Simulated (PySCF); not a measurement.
[La(H2O)2]3+ at several levels of theory

Computed with PySCF 2.14.0 (density fitting, no spin-orbit coupling) at the geometry relaxed with PBE0:

```xyz
7
[La(H2O)2]3+ (singlet)
La   -0.3089   -1.1205   -0.0103
O    -0.0161    0.1719    1.9461
H     0.3402    1.0900    2.0438
H    -0.2146   -0.0833    2.8830
O     0.0900    0.1843   -1.9428
H     0.6545   -0.0389   -2.7258
H    -0.2880    1.0649   -2.1941
```

```tsv
level	basis	state	HOMO (eV)	gap (eV)	charge on La1 (e)	population of f-type functions on La1 (polarisation alone where 4f lies in the core)	dipole about the centre of mass (D)	largest force component (eV/Å)
PBE0	La lcecp-1-SVP with ECP46, O def2-SVP, H def2-SVP	singlet	-25.78	7.69	2.32	0.04	2.39	0.02
PBE0	La lcecp-1-TZVP with ECP46, O def2-TZVP, H def2-TZVP	singlet	-25.80	7.80	2.44	0.06	2.43	0.26
```

In the lcecp rows the 4f levels are missing from HOMO and gap, and the state counts the valence alone.

Charges are Mulliken's, which hang on the basis. The relaxation used the grid (50, 194), these runs (75, 302) or, all-electron (x2c bases, spin-free X2C Hamiltonian), (99, 590).

Q: A further run in the first row's basis gives HOMO (eV) -28.27, gap (eV) 12.57, charge on La1 (e) 2.35, population of f-type functions on La1 (polarisation alone where 4f lies in the core) 0.04, dipole about the centre of mass (D) 2.18, largest force component (eV/Å) 0.14. Which level was it?
A. wB97X
B. TPSS

A: A. The others give HOMO -24.08 eV (TPSS).

In the first row's basis the gap widens with exact exchange: 5.3 eV for TPSS (none); 7.7 eV for PBE0 (a fixed share); 12.6 eV for wB97X (rising or full at long range).

A frequency check found unstable modes (1, the lowest at -53 cm⁻¹), so the relaxed geometry is probably a saddle point.
